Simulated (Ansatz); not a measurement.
One geometry of Ga₁₃Sb₁₄H₃₄⁺, a nanocrystal cut from wurtzite GaSb (hydrogen-capped), several levels of theory.

```yaml
crystal:
  periodic: [false, false, false]
  atoms:
    - {symbol: Sb, position_ang: [-1.983182, -3.755640, -2.247558]}
    - {symbol: Ga, position_ang: [-2.039575, -3.874559, 0.473499]}
    - {symbol: Sb, position_ang: [-4.177064, -2.405487, 1.144391]}
    - {symbol: Sb, position_ang: [-4.244732, 0.164016, -2.251734]}
    - {symbol: Ga, position_ang: [-4.375436, 0.179198, 0.469168]}
    - {symbol: Sb, position_ang: [1.985363, -3.755970, -2.244828]}
    - {symbol: Ga, position_ang: [0.002152, -2.435849, -3.498214]}
    - {symbol: Ga, position_ang: [2.035514, -3.875250, 0.476517]}
    - {symbol: Sb, position_ang: [-0.002334, -2.438078, 1.322650]}
    - {symbol: Ga, position_ang: [0.008613, -2.599046, 4.077470]}
    - {symbol: Sb, position_ang: [0.000659, -0.002743, -2.431933]}
    - {symbol: Ga, position_ang: [-2.103983, 1.215961, -3.500125]}
    - {symbol: Ga, position_ang: [-0.000245, -0.002701, 0.250426]}
    - {symbol: Sb, position_ang: [-2.109762, 1.216497, 1.320510]}
    - {symbol: Sb, position_ang: [-0.000502, 0.000306, 4.665641]}
    - {symbol: Ga, position_ang: [-2.254822, 1.293751, 4.074699]}
    - {symbol: Sb, position_ang: [-2.260129, 3.594221, -2.247071]}
    - {symbol: Ga, position_ang: [-2.337849, 3.699532, 0.474260]}
    - {symbol: Sb, position_ang: [4.173769, -2.408010, 1.148948]}
    - {symbol: Sb, position_ang: [4.245144, 0.161933, -2.247952]}
    - {symbol: Ga, position_ang: [2.106495, 1.214760, -3.499259]}
    - {symbol: Ga, position_ang: [4.374100, 0.176418, 0.473188]}
    - {symbol: Sb, position_ang: [2.108734, 1.216260, 1.322105]}
    - {symbol: Ga, position_ang: [2.249988, 1.300738, 4.076504]}
    - {symbol: Sb, position_ang: [2.259634, 3.593388, -2.247288]}
    - {symbol: Ga, position_ang: [2.337745, 3.698473, 0.473833]}
    - {symbol: Sb, position_ang: [0.000204, 4.819133, 1.148818]}
    - {symbol: H, position_ang: [-1.948816, -5.357432, -2.859375]}
    - {symbol: H, position_ang: [-3.472771, -3.309879, -2.972656]}
    - {symbol: H, position_ang: [-2.181319, -5.392400, 0.871331]}
    - {symbol: H, position_ang: [-5.644910, -3.253881, 0.886878]}
    - {symbol: H, position_ang: [-4.190182, -2.410810, 2.854545]}
    - {symbol: H, position_ang: [-4.614461, -1.346138, -2.977009]}
    - {symbol: H, position_ang: [-5.609050, 1.004100, -2.863166]}
    - {symbol: H, position_ang: [-5.758153, 0.821446, 0.866388]}
    - {symbol: H, position_ang: [1.950445, -5.357343, -2.857581]}
    - {symbol: H, position_ang: [3.476225, -3.311203, -2.968113]}
    - {symbol: H, position_ang: [0.003016, -2.577132, -5.065421]}
    - {symbol: H, position_ang: [2.176544, -5.393232, 0.874188]}
    - {symbol: H, position_ang: [-1.387593, -3.283492, 4.364350]}
    - {symbol: H, position_ang: [1.415672, -3.267835, 4.349872]}
    - {symbol: H, position_ang: [-2.223313, 1.288094, -5.067534]}
    - {symbol: H, position_ang: [-0.001581, 0.000943, 6.386120]}
    - {symbol: H, position_ang: [-3.538719, 0.413283, 4.352236]}
    - {symbol: H, position_ang: [-2.145605, 2.845877, 4.356772]}
    - {symbol: H, position_ang: [-3.670950, 4.355579, -2.856280]}
    - {symbol: H, position_ang: [-1.138260, 4.669964, -2.973340]}
    - {symbol: H, position_ang: [-3.584728, 4.576898, 0.871388]}
    - {symbol: H, position_ang: [5.640637, -3.257270, 0.888680]}
    - {symbol: H, position_ang: [4.188577, -2.414098, 2.859064]}
    - {symbol: H, position_ang: [4.615429, -1.347794, -2.973825]}
    - {symbol: H, position_ang: [5.610443, 1.002011, -2.857199]}
    - {symbol: H, position_ang: [2.227141, 1.285226, -5.066624]}
    - {symbol: H, position_ang: [5.757160, 0.818023, 0.870421]}
    - {symbol: H, position_ang: [3.536606, 0.425263, 4.357354]}
    - {symbol: H, position_ang: [2.135651, 2.853288, 4.354252]}
    - {symbol: H, position_ang: [1.131635, 4.664165, -2.971350]}
    - {symbol: H, position_ang: [3.666150, 4.360922, -2.858654]}
    - {symbol: H, position_ang: [3.584806, 4.575678, 0.870751]}
    - {symbol: H, position_ang: [0.000393, 4.834173, 2.859020]}
    - {symbol: H, position_ang: [0.000479, 6.514356, 0.890153]}
basis:
  gaussian: {orbitals: def2-SVP, fitting: {mean_field: def2-universal-jkfit}, initial_orbitals: start.molden}
total_charge: 1
hamiltonian: {xc: pbe, dispersion: d4}
scf: {omitted_lower_state_checks: [starts]}
output: {orbitals: {seedname: orbitals}}
```

The file start.molden holds the orbitals of an earlier run on this structure, at another level or in another basis.

```sh
$ ansatz run in.yaml --threads 10 --pin off --events-out ev --progress --plain --max-ram 110592MiB --backend cuda --devices 0, --max-vram 75GiB
```

It prints (some lines left out):

```
Functional definition: PBE
7122 factors; integrals over basis functions are off by at most 3.4e-1 eV
mean field evaluation 1: about -772808.2828 eV, gradient 2.0e1 eV
mean field evaluation 2: about -772809.3659 eV, gradient 1.0e0 eV
mean field evaluation 4: about -772809.3819 eV, gradient 1.0e-1 eV
mean field evaluation 8: about -772809.3819 eV, gradient 1.9e-5 eV
mean field -772809.38189892 eV, -28400.2209557722 hartree, gradient 1.9e-5 eV, S^2 0.000000; 0 other end points of the search recorded, 0 dependent functions left out
reference -772809.38202699 eV, -28400.2209604786 hartree; 379, 379 occupied and 571, 571 virtual orbitals, 7122 factors
Total energy: -772815.61560094 eV, -28400.4500400960 hartree
Checks for a lower state left out: starts
```

Run time 6 s (10 threads of AMD EPYC 7R13 on a shared host and a whole NVIDIA H100 80GB HBM3), peak host memory 1.8 GiB.

As the first input, with `hamiltonian: {xc: r2scan, dispersion: d4}`, `output: {forces: true, orbitals: {seedname: orbitals}}` (abridged; 9 s):

```
Functional definition: r2SCAN
mean field -772951.03487982 eV, -28405.4266068045 hartree, gradient 1.1e-5 eV, S^2 0.000000
Total energy: -772952.79148424 eV, -28405.4911608262 hartree
Atom 0 force    -0.128982    -0.144279    -0.177753 eV/Å
Atom 1 force    -0.029268    -0.090359     0.039864 eV/Å
Atom 2 force    -0.154416    -0.090141     0.152946 eV/Å
Atom 3 force    -0.189223    -0.038894    -0.178269 eV/Å
Atom 4 force    -0.092569     0.017588     0.040635 eV/Å
Atom 5 force     0.128821    -0.144186    -0.178885 eV/Å
Atom 6 force    -0.000157    -0.033627    -0.072534 eV/Å
Atom 7 force     0.030201    -0.090725     0.039170 eV/Å
Atom 8 force     0.001353    -0.115830    -0.043450 eV/Å
Atom 9 force     0.000862    -0.055521     0.027569 eV/Å
Atom 10 force     0.000132     0.000698    -0.159086 eV/Å
Atom 11 force    -0.029516     0.018066    -0.072668 eV/Å
Atom 12 force     0.000328     0.001127     0.071199 eV/Å
Atom 13 force    -0.101923     0.060196    -0.045992 eV/Å
Atom 14 force     0.000015     0.000120     0.218456 eV/Å
Atom 15 force    -0.046360     0.027588     0.028563 eV/Å
Atom 16 force    -0.062709     0.182443    -0.177836 eV/Å
Atom 17 force    -0.062743     0.071429     0.039438 eV/Å
Atom 18 force     0.154028    -0.088769     0.152173 eV/Å
Atom 19 force     0.189683    -0.038450    -0.178031 eV/Å
Atom 20 force     0.030120     0.016708    -0.072006 eV/Å
Atom 21 force     0.093171     0.017821     0.040490 eV/Å
Atom 22 force     0.100767     0.059494    -0.046041 eV/Å
Atom 23 force     0.047315     0.026963     0.027944 eV/Å
Atom 24 force     0.061082     0.183085    -0.177624 eV/Å
Atom 25 force     0.063238     0.071439     0.039937 eV/Å
Atom 26 force     0.000349     0.178461     0.153848 eV/Å
Atom 27 force     0.003942     0.197956     0.086132 eV/Å
Atom 28 force     0.198407    -0.072465     0.096611 eV/Å
Atom 29 force     0.023670     0.208047    -0.050626 eV/Å
Atom 30 force     0.185949     0.107733     0.028991 eV/Å
Atom 31 force    -0.000867    -0.001382    -0.223483 eV/Å
Atom 32 force     0.039025     0.207516     0.096890 eV/Å
Atom 33 force     0.171784    -0.095461     0.086323 eV/Å
Atom 34 force     0.191099    -0.085529    -0.050418 eV/Å
Atom 35 force    -0.004081     0.197123     0.086201 eV/Å
Atom 36 force    -0.199581    -0.072537     0.097169 eV/Å
Atom 37 force    -0.000300     0.029915     0.209486 eV/Å
Atom 38 force    -0.023960     0.208144    -0.050740 eV/Å
Atom 39 force     0.189875     0.079747    -0.021146 eV/Å
Atom 40 force    -0.191989     0.077657    -0.018571 eV/Å
Atom 41 force     0.025079    -0.015211     0.209842 eV/Å
Atom 42 force     0.000263    -0.000145    -0.210236 eV/Å
Atom 43 force     0.162354     0.126250    -0.019884 eV/Å
Atom 44 force    -0.026630    -0.204848    -0.019992 eV/Å
Atom 45 force     0.169734    -0.100623     0.085730 eV/Å
Atom 46 force    -0.160708    -0.136853     0.096535 eV/Å
Atom 47 force     0.169164    -0.122829    -0.050741 eV/Å
Atom 48 force    -0.186035     0.107967     0.030282 eV/Å
Atom 49 force     0.001228    -0.001425    -0.224222 eV/Å
Atom 50 force    -0.038843     0.207642     0.096876 eV/Å
Atom 51 force    -0.171814    -0.095347     0.085868 eV/Å
Atom 52 force    -0.025146    -0.014677     0.209817 eV/Å
Atom 53 force    -0.191634    -0.085691    -0.050170 eV/Å
Atom 54 force    -0.163460     0.126053    -0.020065 eV/Å
Atom 55 force     0.027042    -0.204313    -0.019655 eV/Å
Atom 56 force     0.161653    -0.135993     0.096026 eV/Å
Atom 57 force    -0.169638    -0.101529     0.085689 eV/Å
Atom 58 force    -0.169000    -0.122867    -0.050602 eV/Å
Atom 59 force    -0.000101     0.000887    -0.225042 eV/Å
Atom 60 force    -0.000080    -0.215360     0.029067 eV/Å
Dipole moment:    -0.001367     0.000615    -2.042945 e Å
Checks for a lower state left out: starts
```

Geometry: PBE-D4/def2-SVP.

In the def2 sets Sb takes a core potential; there is no spin–orbit coupling. Single mean-field runs in def2-SVP are fitted with def2-universal-jkfit.
